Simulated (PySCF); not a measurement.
# Relaxation of singlet [CBr3]+

Computed with PySCF, PBE0, basis C def2-TZVP, Br def2-TZVP (no relativity, density fitting). A (50,194) grid was used.

A hand-made trigonal planar start, of D3h symmetry, held to at least that symmetry:

```xyz
4
charge 1 multiplicity 1, angstrom
C     0.0000    0.0000    0.0000
Br    1.8522    0.0000    0.0000
Br   -0.9261    1.6041    0.0000
Br   -0.9261   -1.6041    0.0000
```

Optimiser trace:
| step | E − E(last) (kJ/mol) | largest gradient (Eh/bohr) |
| --- | --- | --- |
| 0 | 9.13 | 0.02536 |
| 1 | 0.42 | 0.00580 |
| 2 | 0.01 | 0.00077 |
| 3 | 0.00 | 0.00002 |

It ends at D3h with C–Br 1.806 Å (×3); Br–C–Br 120.0° (×3). A frequency run shows a minimum.

Final geometry:
Coordinates in bohr (charge 1 multiplicity 1):
```
C     0.0000    0.0000    0.0000
Br    3.4124    0.0000    0.0000
Br   -1.7062    2.9553    0.0000
Br   -1.7063   -2.9552    0.0000
```

The relaxation took of the order of 3 core-minutes on a shared host.
